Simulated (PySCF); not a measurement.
# MH for M along the second period

PBE0 with triple-zeta basis sets in PySCF, for the lowest determinant that a PBE0 search found; no spin–orbit coupling. De refers to high-spin ground-configuration atoms. A positive dipole means M(−)H(+).

| M | basis | state (unpaired electrons) | Re (Å) | ωe (cm⁻¹) | De (eV) | μ (D) |
| --- | --- | --- | --- | --- | --- | --- |
| Li | def2-TZVPP | singlet (closed shell) | 1.599 | 1408 | 2.26 | -5.78 |
| Be | def2-TZVPP | doublet (σ ↑) | 1.356 | 2023 | 2.38 | -0.24 |
| B | def2-TZVPP | singlet (closed shell) | 1.241 | 2330 | 3.49 | 1.59 |
| C | def2-TZVPP | doublet (π ↑) | 1.125 | 2845 | 3.59 | 1.50 |
| N | def2-TZVPP | triplet (π ↑↑) | 1.038 | 3312 | 3.68 | 1.58 |
| O | x2c-TZVPPall | doublet (π ↑) | 0.971 | 3766 | 4.55 | 1.70 |
| F | def2-TZVPP | singlet (closed shell) | 0.918 | 4157 | 5.90 | 1.85 |

The shortest bond is that of HF (0.918 Å), the longest that of LiH (1.599 Å).

The rows differ in basis set, which adds steps of its own.

The state changes along the series, so neighbouring rows are not always alike in their bonding.

States were picked by a PBE0 search and need not be the measured ground states.
